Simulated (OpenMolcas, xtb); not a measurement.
A ladder of methods for CH2FNSi (SMILES FC1=N[SiH2]1)

CH2FNSi: 6 atoms, total charge 0, spin state singlet. As SMILES, `FC1=N[SiH2]1`. The shape is that of a PBE0-D4/def2-TZVP optimisation.

Quantity: the dipole moment, in D. The values are calculated.

```json
{"level": "GFN1-xTB", "kind": "semi-empirical", "program": "xtb", "value (D)": "3.67", "CPU time": "under 2 s"}
{"level": "HF/6-311+G**", "kind": "Hartree–Fock", "program": "OpenMolcas", "value (D)": "3.72", "CPU time": "16 s"}
{"level": "SVWN5/6-311+G**", "kind": "LDA", "program": "OpenMolcas", "value (D)": "2.80", "CPU time": "32 s"}
{"level": "BLYP/6-311+G**", "kind": "GGA", "program": "OpenMolcas", "value (D)": "2.79", "CPU time": "39 s"}
{"level": "TPSS/6-311+G**", "kind": "meta-GGA", "program": "OpenMolcas", "value (D)": "2.75", "CPU time": "55 s"}
{"level": "B3LYP/6-311+G**", "kind": "global hybrid", "program": "OpenMolcas", "value (D)": "3.05", "CPU time": "39 s"}
```

The values span 2.75 to 3.72 D. Magnitudes only. CPU times are rough (shared hosts, several kinds of processor and program).
